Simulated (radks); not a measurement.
The numbers below are computed, except where a source is named.
Xe3+, configuration [Kr] 4d10 5s2 5p3.

Level of theory: scalar-relativistic Kohn-Sham, PBE, spin-polarised, spherical densities, finite nucleus; open shells are filled with parallel spins first (spin-orbit coupling, left out, can overturn this in heavy ions); Fermi nuclear charge, rms radius 4.7859 fm (a radial shooting solver on a logarithmic mesh with Libxc functionals).

Energy parts (eV):
| part | energy |
|---|---|
| total | -202580.343 |
| kinetic | 213025.037 |
| electron-nucleus | -488613.896 |
| Hartree | 78058.603 |
| exchange-correlation | -5050.087 |

Orbitals (lengths in bohr, moments of r in powers of bohr; r(max) is where P^2 peaks):
[
 {"orbital": "1s up", "occ.": "1", "eigenvalue (eV)": "-34404.74", "<r^2>": "0.0009638", "r(max)": "0.01716", "<1/r>": "58.10", "<r>": "0.02666"},
 {"orbital": "1s down", "occ.": "1", "eigenvalue (eV)": "-34404.60", "<r^2>": "0.0009638", "r(max)": "0.01716", "<1/r>": "58.10", "<r>": "0.02666"},
 {"orbital": "2s up", "occ.": "1", "eigenvalue (eV)": "-5383.198", "<r^2>": "0.01549", "r(max)": "0.09696", "<1/r>": "13.33", "<r>": "0.1146"},
 {"orbital": "2s down", "occ.": "1", "eigenvalue (eV)": "-5383.132", "<r^2>": "0.01549", "r(max)": "0.09696", "<1/r>": "13.33", "<r>": "0.1146"},
 {"orbital": "2p up", "occ.": "3", "eigenvalue (eV)": "-4834.015", "<r^2>": "0.01228", "r(max)": "0.07780", "<1/r>": "12.73", "<r>": "0.1003"},
 {"orbital": "2p down", "occ.": "3", "eigenvalue (eV)": "-4833.895", "<r^2>": "0.01228", "r(max)": "0.07780", "<1/r>": "12.73", "<r>": "0.1003"},
 {"orbital": "3s up", "occ.": "1", "eigenvalue (eV)": "-1128.026", "<r^2>": "0.1073", "r(max)": "0.2789", "<1/r>": "4.792", "<r>": "0.3064"},
 {"orbital": "3s down", "occ.": "1", "eigenvalue (eV)": "-1127.903", "<r^2>": "0.1073", "r(max)": "0.2789", "<1/r>": "4.792", "<r>": "0.3064"},
 {"orbital": "3p up", "occ.": "3", "eigenvalue (eV)": "-950.6297", "<r^2>": "0.1074", "r(max)": "0.2728", "<1/r>": "4.553", "<r>": "0.3044"},
 {"orbital": "3p down", "occ.": "3", "eigenvalue (eV)": "-950.4888", "<r^2>": "0.1074", "r(max)": "0.2729", "<1/r>": "4.553", "<r>": "0.3044"},
 {"orbital": "3d up", "occ.": "5", "eigenvalue (eV)": "-687.5230", "<r^2>": "0.09327", "r(max)": "0.2259", "<1/r>": "4.311", "<r>": "0.2809"},
 {"orbital": "3d down", "occ.": "5", "eigenvalue (eV)": "-687.3881", "<r^2>": "0.09325", "r(max)": "0.2259", "<1/r>": "4.311", "<r>": "0.2809"},
 {"orbital": "4s up", "occ.": "1", "eigenvalue (eV)": "-231.1151", "<r^2>": "0.5795", "r(max)": "0.6608", "<1/r>": "1.952", "<r>": "0.7164"},
 {"orbital": "4s down", "occ.": "1", "eigenvalue (eV)": "-230.8175", "<r^2>": "0.5791", "r(max)": "0.6611", "<1/r>": "1.952", "<r>": "0.7163"},
 {"orbital": "4p up", "occ.": "3", "eigenvalue (eV)": "-174.9079", "<r^2>": "0.6653", "r(max)": "0.6931", "<1/r>": "1.792", "<r>": "0.7644"},
 {"orbital": "4p down", "occ.": "3", "eigenvalue (eV)": "-174.5942", "<r^2>": "0.6635", "r(max)": "0.6933", "<1/r>": "1.793", "<r>": "0.7637"},
 {"orbital": "4d up", "occ.": "5", "eigenvalue (eV)": "-92.9533", "<r^2>": "0.8924", "r(max)": "0.7476", "<1/r>": "1.515", "<r>": "0.8747"},
 {"orbital": "4d down", "occ.": "5", "eigenvalue (eV)": "-92.4726", "<r^2>": "0.8805", "r(max)": "0.7475", "<1/r>": "1.521", "<r>": "0.8698"},
 {"orbital": "5s up", "occ.": "1", "eigenvalue (eV)": "-51.3365", "<r^2>": "3.421", "r(max)": "1.590", "<1/r>": "0.7467", "<r>": "1.749"},
 {"orbital": "5s down", "occ.": "1", "eigenvalue (eV)": "-48.5832", "<r^2>": "3.402", "r(max)": "1.571", "<1/r>": "0.7545", "<r>": "1.741"},
 {"orbital": "5p up", "occ.": "3", "eigenvalue (eV)": "-38.0774", "<r^2>": "4.493", "r(max)": "1.799", "<1/r>": "0.6449", "<r>": "2.001"},
 {"orbital": "5p down", "occ.": "0", "eigenvalue (eV)": "-35.2078", "<r^2>": "4.573", "r(max)": "1.787", "<1/r>": "0.6437", "<r>": "2.015"}
]

The highest occupied level is 5p up at -38.077 eV. The density falls to 0.001 e/bohr^3 at r = 3.63 bohr. Summed over all electrons, <r^2> = 36.21 bohr^2, which gives a Langevin (diamagnetic) susceptibility term of -28.7 x 10^-6 cm^3/mol.
